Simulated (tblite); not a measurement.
C6H6NPS.
Cartesian coordinates in Å at the GFN2-xTB level; atoms count from 1:
```
atom  x, y, z in Å
C1    -2.2035    0.2286    0.7522
C2    -1.4620    0.4464   -0.5689
C3    -0.0419   -0.0051   -0.4594
C4     0.4244   -1.2427   -0.7727
P5     2.1268   -1.6028   -0.5150
C6     2.4456   -0.0185    0.0965
C7     3.6991    0.4147    0.5233
N8     4.7356    0.7659    0.8746
S9     1.1187    1.0995    0.1795
H10   -3.2348    0.5585    0.6597
H11   -2.1981   -0.8252    1.0218
H12   -1.7290    0.7930    1.5520
H13   -1.4907    1.5066   -0.8285
H14   -1.9577   -0.1158   -1.3628
H15   -0.2370   -1.9951   -1.1742
```

Computed values, GFN2-xTB/tblite, gas phase, harmonic and unscaled. Against measured fundamentals such values can be off by several per cent, at times by over 20. One conformer, not necessarily the lowest.

Harmonic wavenumbers (cm⁻¹): 29.7, 76.8, 122.2, 149.6, 200.0, 275.8, 301.4, 318.4, 381.7, 488.2, 493.1, 505.3, 567.8, 584.7, 684.1, 791.3, 816.2, 875.7, 960.0, 981.0, 1062.2, 1075.2, 1124.0, 1199.2, 1221.4, 1251.8, 1309.3, 1409.2, 1471.2, 1494.5, 1495.3, 1504.7, 2337.4, 2978.5, 2986.5, 3037.4, 3040.2, 3046.3, 3082.2.

A = 2458, B = 799.9, C = 639.6 MHz; mass 154.996 u (most abundant isotopes); point group C1, symmetry number 1.

Task: Zero-point energy?

Result: ½Σν̃ = 22865 cm⁻¹ = 273.52 kJ/mol.

Task: Entropy at 273.15 K, 1 bar (ideal gas, RRHO, classical rotation)?

Result: Translation 169.93, rotation 124.12, vibration 105.38: S = 399.4 J/(mol K).

Task: And Cp and H(273.15 K) − H(0)?

Result: Cp = 140.16 J/(mol K), of which vibrations give 106.90 (their classical limit is 39 R = 324.3); H(273.15 K) − H(0) = 24.05 kJ/mol without the zero-point energy, 14.97 from vibrations.

Task: What must be added to the electronic energy to get the Gibbs energy at 273.15 K and 1 bar?

Result: ZPE + [H(273.15 K) − H(0)] − T·S = 273.52 + 24.05 − 109.10 = 188.47 kJ/mol.

Task: How do the functions run with temperature in this model?

Result: 
```
 T (K)  S (J/(mol K))  Cp (J/(mol K))  H − H(0) (kJ/mol)  G − H(0) (kJ/mol)  ln q(vib)
    50          252.7            53.4               2.12             -10.51       0.72
   100          296.2            74.4               5.32             -24.30       1.88
298.15          412.1           148.8              27.66             -95.20       6.69
373.15          448.1           173.0              39.75            -127.47       8.47
   500          503.7           207.1              63.95            -187.91      11.42
   750          597.1           253.0             121.94            -325.92      16.86
  1000          674.2           282.0             189.06            -485.12      21.79
```

q(vib) and H(0) count from the zero-point level.

Task: Which modes carry the vibrational entropy at 273.15 K?

Result: 29.7 cm⁻¹: 23.75; 76.8 cm⁻¹: 15.90; 122.2 cm⁻¹: 12.12; 149.6 cm⁻¹: 10.51; 200.0 cm⁻¹: 8.26; 275.8 cm⁻¹: 5.90 J/(mol K); the other 33 give 28.95 together.

Task: Blend soft modes into free rotors: weight 1/[1 + (100 cm⁻¹/ν̃)⁴] for the oscillator and the rest for a rotor with moment μB/(μ + B), μ = h/(8π²ν), B = 10⁻⁴⁴ kg m². What vibrational entropy results?

Result: 95.52 J/(mol K) in place of 105.38, which changes −T·S at 273.15 K by +2.69 kJ/mol.

Hindered rotation and anharmonicity are outside this model. Other conformers, if any are populated, would add a mixing term that is left out. The structure is chiral; the term R ln 2 for an equal mix with its mirror image is left out.

Time: 0.61 s wall. Hardware: one thread of an Arm Neoverse V1, no GPU, shared host. The figure is for the frequency step alone.
